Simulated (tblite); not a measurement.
Compound: C5H8F2SSi.
SMILES: `F[C@]12S[C@@H](C[SiH2]2)C[C@H]1F`

Computed with GFN2-xTB (tblite): harmonic, unscaled wavenumbers at the GFN2-xTB geometry, gas phase. Errors from tens to a few hundred cm⁻¹ against measured bands are possible. Modes of hydrogen on silicon can be 10 to 20 % off.

Harmonic wavenumbers (cm⁻¹): 67.5, 159.5, 223.5, 258.7, 307.6, 326.3, 380.9, 394.0, 414.7, 488.6, 508.3, 529.7, 578.4, 630.4, 649.4, 711.9, 752.2, 778.4, 791.1, 820.0, 849.4, 953.6, 987.0, 1045.3, 1061.8, 1079.1, 1105.6, 1119.1, 1160.3, 1202.3, 1205.1, 1249.2, 1281.8, 1287.5, 1314.9, 1455.0, 1468.7, 2325.3, 2347.4, 2943.4, 2983.2, 2985.4, 2994.4, 3000.7, 3004.6.

A = 1421, B = 1285, C = 1223 MHz; mass 166.008 u (most abundant isotopes); point group C1, symmetry number 1.

Question: What is the zero-point energy?

Answer: Half the sum of the wavenumbers: 26091 cm⁻¹ = 74.60 kcal/mol.

Question: What is S at 273.15 K and 1 bar for an ideal gas of classical rigid rotors and harmonic oscillators?

Answer: Translation 40.82, rotation 29.09, vibration 18.84: S = 88.8 cal/(mol K).

Question: And Cp and H(273.15 K) − H(0)?

Answer: Cp = 34.75 cal/(mol K), of which vibrations give 26.81 (their classical limit is 45 R = 89.4); H(273.15 K) − H(0) = 5.30 kcal/mol without the zero-point energy, 3.12 from vibrations.

Question: Blend soft modes into free rotors: weight 1/[1 + (100 cm⁻¹/ν̃)⁴] for the oscillator and the rest for a rotor with moment μB/(μ + B), μ = h/(8π²ν), B = 10⁻⁴⁴ kg m². What vibrational entropy results?

Answer: 18.12 cal/(mol K) in place of 18.84, which changes −T·S at 273.15 K by +0.20 kcal/mol.

Question: What must be added to the electronic energy to get the Gibbs energy at 273.15 K and 1 bar?

Answer: ZPE + [H(273.15 K) − H(0)] − T·S = 74.60 + 5.30 − 24.24 = 55.66 kcal/mol.

Question: How do the functions run with temperature in this model?

Answer: 
```
 T (K)  S (cal/(mol K))  Cp (cal/(mol K))  H − H(0) (kcal/mol)  G − H(0) (kcal/mol)  ln q(vib)
   150             72.7              20.2                 1.91                -9.00       1.40
   250             85.8              32.1                 4.52               -16.93       3.24
298.15             91.9              37.6                 6.20               -21.21       4.26
   400            104.5              47.9                10.57               -31.21       6.56
   600            126.8              62.2                21.69               -54.39      11.29
   900            154.6              74.6                42.38               -96.76      18.15
```

q(vib) and H(0) count from the zero-point level.

Hindered rotation and anharmonicity are outside this model. The structure is chiral; the term R ln 2 for an equal mix with its mirror image is left out.
